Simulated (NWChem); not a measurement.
System: CH4Al cation; SMILES [CH3][AlH+]

Program: NWChem. All runs use the structure optimised with PBE0-D3(BJ)/def2-TZVP.

### Question
Predict the results for PBE/pcseg-2. Quantities: highest occupied level (eV); orbital gap (eV).

### Answer
* **highest occupied level (eV)**: -13.71
* **orbital gap (eV)**: 5.59
